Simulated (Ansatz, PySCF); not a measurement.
Gas-phase reaction in SMILES: N[SiH]N -> N[SiH-]N (an electron is taken up)
Structures are relaxed separately at B3LYP-D3(BJ)/def2-TZVP in Ansatz (a program for electronic structure), one conformer each, not searched for the lowest. Frequencies are from Ansatz or PySCF.

Property: adiabatic electron affinity (0 K, with B3LYP-D3(BJ) harmonic zero-point energies), positive where the reaction releases energy, in eV. Correlated levels leave the core frozen unless marked. Open shells are spin-unrestricted. Spin-orbit coupling is left out. No relativistic terms. Anions need diffuse functions: aug- sets have them; def2-D sets add few; the other sets have none. Basis-set limits of correlation are two-point, X^-3; Hartree-Fock from the larger set. The bracket is a focal-point correction in the basis named.

```tsv
level	program	adiabatic electron affinity (eV)
PBE0/STO-3G	Ansatz	-3.34
CAM-B3LYP-D4/def2-TZVPD	Ansatz + dftd4	0.73
B2GP-PLYP/def2-TZVPD	Ansatz	0.65
B2PLYP-D3(BJ)/def2-TZVPD	Ansatz + dftd3	0.68
RI-MP2/CBS(aug-cc-pV(T+d)Z,aug-cc-pV(Q+d)Z)	Ansatz	0.76
SCS-MP2/cc-pV(T+d)Z	Ansatz	0.45
CCSD/cc-pV(T+d)Z	Ansatz	0.46
CCSD/cc-pV(Q+d)Z	Ansatz	0.61
RI-MP2/CBS(aug-cc-pV(T+d)Z,aug-cc-pV(Q+d)Z)+[CCSD(T)-MP2]/aug-cc-pV(Q+d)Z	Ansatz	0.84
CCSD(T)/CBS(aug-cc-pV(T+d)Z,aug-cc-pV(Q+d)Z)	Ansatz	0.83
```
